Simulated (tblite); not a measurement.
Compound: C10H11P.
InChI=1S/C10H11P/c1-11(2)8-7-9-5-3-4-6-10(9)11/h3-8H,1H2,2H3/t11-/m1/s1

Computed with GFN2-xTB (tblite): harmonic, unscaled wavenumbers at the GFN2-xTB geometry, gas phase. Errors from tens to a few hundred cm⁻¹ against measured bands are possible.

Harmonic wavenumbers (cm⁻¹): 78.8, 95.4, 120.9, 176.0, 206.2, 225.1, 237.2, 350.2, 361.5, 375.8, 424.7, 441.7, 494.4, 504.5, 578.0, 652.4, 680.7, 718.0, 742.2, 758.6, 771.3, 789.7, 808.9, 827.3, 846.0, 876.2, 881.8, 910.9, 922.1, 928.3, 976.5, 1036.4, 1070.6, 1081.0, 1158.2, 1174.4, 1203.3, 1235.8, 1287.4, 1290.2, 1345.0, 1389.2, 1411.3, 1422.9, 1424.0, 1442.2, 1547.7, 1582.5, 1589.9, 2950.1, 2975.3, 2992.9, 2999.2, 3009.2, 3067.4, 3071.3, 3075.7, 3081.2, 3082.4, 3091.4.

A = 1800, B = 828.7, C = 665.6 MHz; mass 162.060 u (most abundant isotopes); point group C1, symmetry number 1.

**Question.** Zero-point energy?

**Answer.** Half the sum of the wavenumbers: 37425 cm⁻¹ = 447.70 kJ/mol.

**Question.** Entropy at 298.15 K, 1 bar (ideal gas, RRHO, classical rotation)?

**Answer.** Translation 172.31, rotation 126.19, vibration 123.22: S = 421.7 J/(mol K).

**Question.** And Cp and H(298.15 K) − H(0)?

**Answer.** Cp = 188.82 J/(mol K), of which vibrations give 155.56 (their classical limit is 60 R = 498.9); H(298.15 K) − H(0) = 31.14 kJ/mol without the zero-point energy, 21.23 from vibrations.

**Question.** How do the functions run with temperature in this model?

**Answer.** 
```
T (K)  S (J/(mol K))  Cp (J/(mol K))  H − H(0) (kJ/mol)  G − H(0) (kJ/mol)  ln q(vib)
  100          289.1            76.7               5.10             -23.81       1.11
  200          358.6           131.2              15.44             -56.28       3.54
  300          422.9           189.9              31.49             -95.37       6.31
  500          544.2           286.9              79.82            -192.28      12.28
  800          699.7           372.8             180.09            -379.69      21.23
 1000          787.0           408.5             258.41            -528.55      26.83
```

q(vib) and H(0) count from the zero-point level.

**Question.** Which modes carry the vibrational entropy at 298.15 K?

**Answer.** 78.8 cm⁻¹: 16.40; 95.4 cm⁻¹: 14.84; 120.9 cm⁻¹: 12.91; 176.0 cm⁻¹: 9.92; 206.2 cm⁻¹: 8.69; 225.1 cm⁻¹: 8.02 J/(mol K); the other 54 give 52.44 together.

**Question.** What must be added to the electronic energy to get the Gibbs energy at 298.15 K and 1 bar?

**Answer.** ZPE + [H(298.15 K) − H(0)] − T·S = 447.70 + 31.14 − 125.74 = 353.10 kJ/mol.

**Question.** Blend soft modes into free rotors: weight 1/[1 + (100 cm⁻¹/ν̃)⁴] for the oscillator and the rest for a rotor with moment μB/(μ + B), μ = h/(8π²ν), B = 10⁻⁴⁴ kg m². What vibrational entropy results?

**Answer.** 118.77 J/(mol K) in place of 123.22, which changes −T·S at 298.15 K by +1.33 kJ/mol.

Hindered rotation and anharmonicity are outside this model. The structure is chiral; the term R ln 2 for an equal mix with its mirror image is left out.
